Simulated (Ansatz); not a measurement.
`C[SiH2][B](C)[AlH2]` → `B[SiH2][CH2][AlH][CH3]`  (isomerisation)

Calculated with Ansatz (gas phase, PBE0-D4/def2-TZVP geometries, no zero-point term in ΔE). CBS: MP2 limit from def2 TZ/QZ plus the TZ coupled-cluster correction, frozen cores. Functionals use def2-TZVPP. B3LYP here is the variant with VWN-RPA as its local correlation; programs differ in this. One conformer a species, not always the lowest.

| level | ΔE (kcal/mol) | difference from CCSD(T)/CBS |
| --- | --- | --- |
| PBE-D4 | -4.0 | 3.5 |
| r2SCAN-D4 | -6.5 | 1.0 |
| B3LYP-D4 | -5.9 | 1.6 |
| ωB97X-V | -6.5 | 1.0 |
| ωB97M-V | -8.1 | -0.6 |
| B2PLYP | -6.6 | 0.9 |
| PBE | -3.3 | 4.2 |
| PBE0 | -4.3 | 3.2 |
| B3LYP | -4.8 | 2.7 |
| HF/def2-TZVPP | -5.2 | 2.3 |
| CCSD(T)/def2-TZVPP | -7.2 | 0.3 |
| MP2/def2-QZVPP | -9.6 | -2.1 |
| SCS-MP2/def2-QZVPP | -8.6 | -1.1 |
| HF/CBS(def2) | -5.3 | 2.2 |
| MP2/CBS(def2) | -9.7 | -2.2 |
| CCSD/CBS(def2) | -7.2 | 0.3 |
| CCSD(T)/CBS | -7.5 | 0 |

Largest T1 diagnostic among the species: 0.012.

In def2-TZVPP, CCSD(T) changes the Hartree–Fock value by −2.1 kcal/mol (the triples alone add −0.3 kcal/mol) and MP2 by −4.3 kcal/mol. From PBE to PBE0 (25 % exact exchange), in def2-TZVPP and without D4, ΔE moves by −1.1 kcal/mol.
